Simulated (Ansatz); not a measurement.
CH6GeSi (`[CH2]1[SiH2][GeH2]1`), 9 atoms. The species carries charge 0 and has multiplicity 1. Correlated methods include outer-core shells of Ge, which these sets cover unevenly. Scalar relativity is left out up to krypton. All runs use 4 threads of a server CPU on a shared host. Correlated methods freeze the cores.

(1) Give the basis size and wall time and peak host memory of each of these runs in Ansatz. RKS PBE0-D4/def2-QZVPP energy; RKS CAM-B3LYP-D4/def2-TZVPP energy; RKS B97M-V/def2-TZVPP energy; direct RPA on PBE orbitals/def2-TZVPP energy; RKS PBE0-D4/def2-TZVP frequencies; RHF-CCSD(T)/def2-TZVPP energy; RHF-CCSD(T)/def2-SVP energy; RKS PBE0-D4/def2-TZVP relaxation (8 steps); RKS PBE0-D4/def2-SVP energy; RKS ωB97X-V/def2-TZVPP energy; RKS ωB97M-V/def2-SVP energy; RKS ωB97M-V/def2-QZVPP energy. (Estimate.)

## Answers

(1) Computed: Other jobs shared the machine, so times are rough.

```csv
level,job,functions,wall time,peak host memory (GiB)
RKS PBE0-D4/def2-SVP,energy,94,1.6 s,0.18
RHF-CCSD(T)/def2-SVP,energy,94,4.1 s,0.32
RKS CAM-B3LYP-D4/def2-TZVPP,energy,205,4.2 s,0.53
direct RPA on PBE orbitals/def2-TZVPP,energy,205,5.5 s,0.46
RKS ωB97M-V/def2-SVP,energy,94,6.5 s,0.28
RKS ωB97X-V/def2-TZVPP,energy,205,10 s,0.58
RKS B97M-V/def2-TZVPP,energy,205,11 s,0.32
RKS PBE0-D4/def2-QZVPP,energy,396,12 s,1.2
RKS ωB97M-V/def2-QZVPP,energy,396,26 s,1.4
RKS PBE0-D4/def2-TZVP,relaxation (8 steps),152,30 s,0.36
RHF-CCSD(T)/def2-TZVPP,energy,205,81 s,2.5
RKS PBE0-D4/def2-TZVP,frequencies,152,120 s,0.35
```
